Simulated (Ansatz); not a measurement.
Stepwise reaction of `[F][Ge]([F])([Cl])[Cl]` with hydrogen sulfide, as a gas-phase model of exchange steps in deposition or etching. ΔE in kJ/mol; ΔG adds harmonic PBE0-D4 terms to CCSD(T)/CBS, at 1 bar.

Program: Ansatz. Geometries: PBE0-D4/def2-TZVP. ΔE: electronic, gas phase. CCSD(T)/CBS is the MP2 limit (def2-TZVPP, def2-QZVPP) plus CCSD(T) − MP2 in def2-TZVPP, frozen cores. This one scheme is used for every species. DFT in def2-TZVPP. B3LYP here is the variant with VWN-RPA as its local correlation; programs differ in this. For Ge outer-core shells are correlated without core-valence functions, which leaves a few kJ/mol of doubt a bond. Scalar relativity is left out up to krypton. Each species was taken in one conformer, which may not be the lowest.

| step | reaction | PBE-D4 | B3LYP-D4 | ωB97M-V | CCSD(T)/CBS | ΔG(500 K) |
| --- | --- | --- | --- | --- | --- | --- |
| 1 | `[F][Ge]([F])([Cl])[Cl]` + H₂S → `[F][Ge]([F])([SH])[Cl]` + HCl | 10.8 | 14.5 | 16.7 | 13.9 | 11.1 |

**Question.** Give the row of step 2, `[F][Ge]([F])([SH])[Cl]` + H₂S → `[F][Ge]([F])([SH])[SH]` + HCl. (Estimate.)

**Answer.** The calculation gave: 
| step | reaction | PBE-D4 | B3LYP-D4 | ωB97M-V | CCSD(T)/CBS | ΔG(500 K) |
| --- | --- | --- | --- | --- | --- | --- |
| 2 | `[F][Ge]([F])([SH])[Cl]` + H₂S → `[F][Ge]([F])([SH])[SH]` + HCl | 13.2 | 17.5 | 19.1 | 16.0 | 20.1 |

**Question.** By hand: ΔE of the 2 steps together at CCSD(T)/CBS.

**Answer.** (13.9) + (16.0) = 29.9 kJ/mol, or 14.9 kJ/mol a step.

In ΔE the steps differ by no more than 2.1 kJ/mol. All are uphill at CCSD(T)/CBS. ΔG lies between 11.1 and 20.1 kJ/mol a step. PBE-D4 differs from CCSD(T)/CBS by -3.1 to -2.8 kJ/mol a step. Isolated molecules leave out the surface, adducts and barriers. Largest T1 diagnostic: 0.012.
